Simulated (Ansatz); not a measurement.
`FC[SiH2][InH2]` + H₂ → `FC[SiH3]` + `[InH3]` at 400 K and 1 bar (hydrogenolysis of the Si–In bond).

Computed with Ansatz on PBE0-D4/def2-TZVP structures; ΔE is electronic, products minus reactants. CBS: MP2 limit from def2 TZ/QZ plus the TZ coupled-cluster correction, frozen cores. This one scheme is used for every species. Elements past krypton have def2 core potentials. For In outer-core shells are correlated without core-valence functions, which leaves a few kJ/mol of doubt a bond. One conformer a species, not always the lowest.

```json
{"species": "`FC[SiH2][InH2]`", "CCSD(T)/CBS energy (Eh)": "-620.30591", "H − E (kJ/mol)": "188.6", "S (J/(mol·K))": "409.8"}
{"species": "H₂", "CCSD(T)/CBS energy (Eh)": "-1.17544", "H − E (kJ/mol)": "38.0", "S (J/(mol·K))": "139.0"}
{"species": "`FC[SiH3]`", "CCSD(T)/CBS energy (Eh)": "-429.90570", "H − E (kJ/mol)": "165.5", "S (J/(mol·K))": "311.5"}
{"species": "`[InH3]`", "CCSD(T)/CBS energy (Eh)": "-191.56739", "H − E (kJ/mol)": "59.8", "S (J/(mol·K))": "243.4"}
```

H − E and S are ideal-gas, rigid-rotor, harmonic terms from PBE0-D4/def2-TZVP, for one conformer and one mirror image of each species. For small species the MP2-based limit differs from directly extrapolated CCSD(T) by up to some mEh (0.8 for H₂); such offsets cancel only in part. 1 Eh = 2625.50 kJ/mol, R = 8.31446 J/(mol·K).

Problem. By hand: ΔE, ΔH, ΔS and ΔG.

Solution. ΔE = (-429.90570) + (-191.56739) − (-620.30591) − (-1.17544) = 0.00826 Eh = 21.7 kJ/mol. Δ(H − E) = 165.5 + 59.8 − 188.6 − 38.0 = -1.3, so ΔH = 20.4 kJ/mol. ΔS = 311.5 + 243.4 − 409.8 − 139.0 = 6.1 J/(mol·K). ΔG = 20.4 − 400 × (6.1)/1000 = 18.0 kJ/mol.

Problem. By hand: the equilibrium constant, and the temperature at which ΔG would vanish if ΔH and ΔS stayed fixed.

Solution. log₁₀ K = −ΔG/(RT ln 10) = -2.4. ΔG = 0 at ΔH/ΔS = 3344 K, far beyond where these terms or the molecules hold.

The number of gas molecules stays the same, so ΔS is small and ΔH decides. A doubt of 5 kJ/mol in ΔE shifts log₁₀ K by 0.7 here. Other conformers and mirror images would add mixing entropy, several J/(mol·K) or more a flexible species. Modes under 60 cm⁻¹, often nearly free rotors, make the harmonic entropy too high. These are equilibria of isolated gas molecules and say nothing of rates. Largest T1 diagnostic: 0.014 (customary marks: 0.02 for closed shells, 0.045 for open ones).
